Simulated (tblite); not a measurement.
A geometry optimisation, step by step.

C₃H₄BBrO₃.
Numbering: `[OH:1][B:2]1[O:3][CH2:4]/[C:5](=[CH:6]/[Br:7])[O:8]1` (hydrogens: H9 on O1; H10, H11 on C4; H12 on C6)

Computed with GFN2-xTB (tblite), gas phase: L-BFGS steps from a force-field or distance-geometry start until the largest atomic force falls under 0.01 eV/Å. 10 of its 45 geometries are shown.

Step 0: E = -708.4696 eV, largest atomic force 3.969 eV/Å
```
atom  x, y, z in Å  |  force x, y, z in eV/Å
O1     -2.894    0.616   -0.037    3.690   0.320  -1.427
B2     -1.571    0.140   -0.428    0.020   0.005   0.714
O3     -1.097   -1.249   -0.498   -2.183   2.296   0.225
C4      0.099   -1.203    0.167    1.636  -2.820   1.082
C5      0.729    0.098   -0.049   -1.282   1.988  -0.810
C6      1.990    0.478    0.086    0.094  -0.097   0.035
Br7     2.494    2.285   -0.306    0.025  -0.740   0.233
O8     -0.300    0.950   -0.482   -1.293  -1.153   0.886
H9     -2.887    1.611   -0.003   -0.088  -1.468  -0.054
H10     0.794   -2.026   -0.169   -0.649   0.415  -0.071
H11    -0.077   -1.439    1.261    0.140   0.437  -0.569
H12     2.720   -0.262    0.432   -0.109   0.817  -0.243
```

Step 5: E = -709.4485 eV, largest atomic force 0.539 eV/Å
```
atom  x, y, z in Å  |  force x, y, z in eV/Å
O1     -2.718    0.605   -0.145   -0.384  -0.066  -0.256
B2     -1.496    0.149   -0.383   -0.378  -0.029   0.016
O3     -1.179   -1.195   -0.403   -0.124   0.129   0.158
C4      0.106   -1.248    0.169    0.200  -0.356   0.255
C5      0.667    0.128   -0.066    0.511   0.140   0.100
C6      1.938    0.487    0.072   -0.185   0.011  -0.052
Br7     2.511    2.238   -0.285    0.054   0.113   0.041
O8     -0.355    0.951   -0.402    0.200   0.038   0.209
H9     -2.873    1.541   -0.020    0.168  -0.001  -0.172
H10     0.752   -2.046   -0.216   -0.362   0.049  -0.218
H11    -0.056   -1.419    1.247    0.302  -0.032   0.010
H12     2.703   -0.191    0.405   -0.002   0.004  -0.091
```

Step 10: E = -709.6087 eV, largest atomic force 0.455 eV/Å
```
atom  x, y, z in Å  |  force x, y, z in eV/Å
O1     -2.785    0.592   -0.313    0.240   0.226  -0.056
B2     -1.526    0.155   -0.335    0.054  -0.130   0.186
O3     -1.218   -1.165   -0.246    0.090  -0.326   0.191
C4      0.120   -1.272    0.197   -0.062   0.171  -0.087
C5      0.684    0.124   -0.030   -0.207   0.081   0.040
C6      1.946    0.518    0.057    0.008  -0.165   0.060
Br7     2.541    2.272   -0.256   -0.107   0.057   0.031
O8     -0.365    0.950   -0.275   -0.198   0.051  -0.081
H9     -2.813    1.524   -0.113   -0.289   0.294  -0.193
H10     0.612   -2.082   -0.348    0.089   0.159   0.155
H11     0.088   -1.452    1.284    0.188  -0.291  -0.158
H12     2.716   -0.165    0.351    0.195  -0.129  -0.087
```

Step 15: E = -709.7147 eV, largest atomic force 0.431 eV/Å
```
atom  x, y, z in Å  |  force x, y, z in eV/Å
O1     -2.771    0.648   -0.432   -0.051  -0.086   0.257
B2     -1.551    0.134   -0.253    0.048   0.305  -0.043
O3     -1.250   -1.188   -0.080    0.059   0.422   0.064
C4      0.130   -1.273    0.217   -0.072  -0.056   0.035
C5      0.665    0.137    0.009    0.082  -0.233   0.053
C6      1.942    0.505    0.062   -0.049   0.086  -0.024
Br7     2.516    2.285   -0.218   -0.126  -0.081   0.041
O8     -0.398    0.948   -0.205    0.018  -0.208  -0.007
H9     -2.853    1.589   -0.259    0.073  -0.126  -0.263
H10     0.570   -2.050   -0.406    0.199   0.081  -0.178
H11     0.248   -1.564    1.265   -0.002  -0.083   0.138
H12     2.752   -0.173    0.274   -0.180  -0.019  -0.073
```

Step 20: E = -709.7699 eV, largest atomic force 0.278 eV/Å
```
atom  x, y, z in Å  |  force x, y, z in eV/Å
O1     -2.778    0.652   -0.401    0.114  -0.069   0.115
B2     -1.545    0.171   -0.220   -0.113  -0.157   0.079
O3     -1.253   -1.150   -0.004   -0.060  -0.185   0.016
C4      0.130   -1.285    0.237    0.075  -0.054   0.037
C5      0.664    0.115    0.036    0.040   0.199  -0.010
C6      1.933    0.498    0.063    0.079  -0.027  -0.006
Br7     2.468    2.285   -0.196   -0.046  -0.017  -0.001
O8     -0.385    0.942   -0.192    0.149   0.234   0.011
H9     -2.862    1.605   -0.388    0.048  -0.027  -0.126
H10     0.590   -2.003   -0.455   -0.200   0.050   0.006
H11     0.301   -1.637    1.268   -0.106   0.043  -0.154
H12     2.738   -0.194    0.228    0.020   0.010   0.033
```

Step 24: E = -709.7888 eV, largest atomic force 0.180 eV/Å
```
atom  x, y, z in Å  |  force x, y, z in eV/Å
O1     -2.770    0.642   -0.382   -0.014   0.020   0.031
B2     -1.542    0.169   -0.181    0.012   0.053   0.040
O3     -1.259   -1.148    0.047    0.056   0.063  -0.019
C4      0.134   -1.282    0.242   -0.060   0.064  -0.058
C5      0.668    0.128    0.051   -0.011  -0.126  -0.019
C6      1.941    0.496    0.059   -0.031   0.011   0.021
Br7     2.446    2.292   -0.185    0.052   0.019  -0.014
O8     -0.378    0.959   -0.168   -0.071  -0.163   0.031
H9     -2.843    1.591   -0.481    0.026  -0.023  -0.039
H10     0.544   -1.983   -0.495   -0.029   0.016   0.048
H11     0.318   -1.663    1.254    0.039   0.011  -0.049
H12     2.743   -0.202    0.213    0.032   0.056   0.027
```

Step 29: E = -709.7926 eV, largest atomic force 0.047 eV/Å
```
atom  x, y, z in Å  |  force x, y, z in eV/Å
O1     -2.771    0.643   -0.376   -0.003   0.006   0.027
B2     -1.545    0.172   -0.161   -0.024  -0.024  -0.009
O3     -1.263   -1.144    0.067   -0.023  -0.015   0.014
C4      0.129   -1.282    0.240    0.023  -0.041  -0.006
C5      0.668    0.121    0.052    0.016   0.036  -0.009
C6      1.939    0.497    0.062    0.010   0.030   0.004
Br7     2.447    2.296   -0.183   -0.006  -0.044  -0.001
O8     -0.381    0.952   -0.154    0.017   0.032  -0.016
H9     -2.833    1.587   -0.520    0.000   0.026  -0.010
H10     0.523   -1.978   -0.506    0.005  -0.035  -0.024
H11     0.337   -1.673    1.242   -0.001  -0.004   0.008
H12     2.751   -0.192    0.211   -0.013   0.033   0.022
```

Step 34: E = -709.7936 eV, largest atomic force 0.029 eV/Å
```
atom  x, y, z in Å  |  force x, y, z in eV/Å
O1     -2.774    0.648   -0.360    0.009  -0.002  -0.005
B2     -1.547    0.170   -0.162    0.007   0.001   0.001
O3     -1.263   -1.147    0.064   -0.007  -0.004   0.008
C4      0.130   -1.285    0.235   -0.008  -0.004   0.005
C5      0.668    0.120    0.047   -0.004  -0.009  -0.007
C6      1.938    0.500    0.066   -0.004  -0.009   0.000
Br7     2.450    2.294   -0.187   -0.005   0.028  -0.005
O8     -0.382    0.951   -0.163    0.010  -0.002  -0.019
H9     -2.831    1.590   -0.523    0.004   0.002   0.011
H10     0.524   -1.987   -0.508   -0.009   0.012  -0.004
H11     0.335   -1.672    1.240    0.012  -0.002  -0.006
H12     2.752   -0.183    0.223   -0.007  -0.011   0.020
```

Step 39: E = -709.7943 eV, largest atomic force 0.054 eV/Å
```
atom  x, y, z in Å  |  force x, y, z in eV/Å
O1     -2.772    0.652   -0.354   -0.015  -0.010  -0.005
B2     -1.546    0.168   -0.162   -0.005   0.008  -0.007
O3     -1.264   -1.148    0.074    0.004   0.020   0.007
C4      0.130   -1.288    0.234    0.001   0.021  -0.003
C5      0.669    0.117    0.040    0.002   0.012   0.001
C6      1.937    0.502    0.068    0.006  -0.003   0.011
Br7     2.445    2.300   -0.191   -0.021  -0.049   0.005
O8     -0.380    0.946   -0.179   -0.009   0.006  -0.017
H9     -2.826    1.594   -0.520    0.012  -0.011   0.011
H10     0.516   -1.988   -0.515   -0.004   0.001   0.006
H11     0.344   -1.675    1.236    0.009  -0.009  -0.010
H12     2.747   -0.180    0.244    0.020   0.014   0.000
```

Step 44: E = -709.7948 eV, largest atomic force 0.008 eV/Å
```
atom  x, y, z in Å  |  force x, y, z in eV/Å
O1     -2.772    0.654   -0.351    0.003  -0.001   0.002
B2     -1.546    0.169   -0.162    0.000  -0.002  -0.005
O3     -1.266   -1.145    0.087   -0.002  -0.001   0.004
C4      0.130   -1.288    0.232   -0.002  -0.007   0.001
C5      0.669    0.116    0.035    0.000  -0.002   0.002
C6      1.937    0.501    0.073    0.001  -0.002   0.008
Br7     2.437    2.297   -0.193    0.005   0.006  -0.002
O8     -0.379    0.943   -0.195    0.005   0.000  -0.002
H9     -2.819    1.595   -0.518   -0.008   0.000   0.000
H10     0.507   -1.987   -0.522   -0.003   0.004  -0.005
H11     0.355   -1.681    1.230   -0.004   0.004   0.001
H12     2.749   -0.176    0.260    0.006   0.001  -0.003
```

**Question.** Summarise the path.

**Answer.** The energy falls by 1.3252 eV from step 0 to step 44; nine tenths of that is first reached at step 13. It falls at every step. The largest force goes from 3.969 to 0.008 eV/Å. Among the bonds O1–B2 changes most, from 1.459 to 1.332 Å; the atoms move by 0.349 Å rms after alignment.

**Question.** Follow the three bonds and two angles with the largest change from start to end.

**Answer.** 
```
step  E above end (eV)  largest force (eV/Å)  O1–B2 (Å)  B2–O8 (Å)  B2–O3 (Å)  O3–B2–O8 (°)  Br7–C6–H12 (°)
   0            1.3252                 3.969      1.459      1.508      1.469         103.5           121.8
   2            0.5368                 1.299      1.329      1.445      1.382         105.6           119.3
   4            0.3711                 0.723      1.324      1.390      1.374         111.1           115.8
   6            0.3204                 0.412      1.328      1.405      1.384         112.3           114.8
   8            0.2490                 0.847      1.332      1.420      1.372         112.0           114.3
  10            0.1861                 0.455      1.333      1.408      1.359         111.0           114.4
  11            0.1637                 0.459      1.331      1.398      1.358         111.0           114.4
  13            0.1208                 0.451      1.333      1.397      1.361         111.7           113.8
  15            0.0801                 0.431      1.336      1.413      1.368         111.9           113.1
  17            0.0489                 0.296      1.333      1.412      1.371         110.9           113.2
  19            0.0318                 0.251      1.331      1.396      1.370         110.4           114.3
  21            0.0179                 0.219      1.335      1.396      1.370         111.1           115.4
  23            0.0093                 0.182      1.333      1.405      1.368         111.7           116.0
  25            0.0042                 0.099      1.331      1.405      1.365         111.5           115.9
  27            0.0030                 0.071      1.331      1.401      1.365         111.3           115.6
  29            0.0022                 0.047      1.331      1.401      1.366         111.4           115.2
  31            0.0016                 0.041      1.331      1.403      1.366         111.5           115.0
  33            0.0013                 0.032      1.332      1.403      1.366         111.4           114.9
  34            0.0012                 0.029      1.332      1.402      1.366         111.3           114.9
  36            0.0010                 0.035      1.332      1.401      1.366         111.3           114.9
  38            0.0007                 0.054      1.332      1.401      1.366         111.3           115.1
  40            0.0004                 0.035      1.332      1.402      1.366         111.4           115.2
  42            0.0001                 0.035      1.332      1.402      1.366         111.4           115.2
  44            0.0000                 0.008      1.332      1.402      1.366         111.4           115.1
```

What follows is the cost of the whole relaxation. On one thread, Intel Xeon at 2.50 GHz (x86_64), no GPU, shared host, this took 1.0 s wall, 0.83 s CPU.
